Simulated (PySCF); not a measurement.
AuCl, SMILES [Cl][Au], multiplicity 1.

Geometry optimised at B3LYP-D3(BJ)/def2-TZVPD. The spin state was assumed, not searched. The def2 effective core potentials stand for the cores of Au; spin–orbit coupling is left out.

Two levels are set side by side: PBE/def2-TZVPD (PySCF) and r2SCAN/def2-TZVPD (PySCF). Same geometry, gas phase. Differences are taken from unrounded values.

| quantity | r2SCAN |
|---|---|
| orbital gap (eV) | 2.39 |
| highest occupied level (eV) | -7.02 |
| lowest empty level (eV) | -4.63 |
| dipole moment (D) | 3.60 |
| mean polarisability (bohr³) | 46.2 |

Question: What does PBE give, and how far is it from r2SCAN? (An estimate is asked for; the answer gives what the named calculation found.)

Answer: 
```tsv
quantity	PBE	PBE minus r2SCAN
orbital gap (eV)	1.96	-0.43
highest occupied level (eV)	-6.80	0.23
lowest empty level (eV)	-4.84	-0.20
dipole moment (D)	3.33	-0.27
mean polarisability (bohr³)	47.1	0.9
```

Rough cost on one machine, each run with all the roots and properties that it gave: r2SCAN against PBE about 3 times.
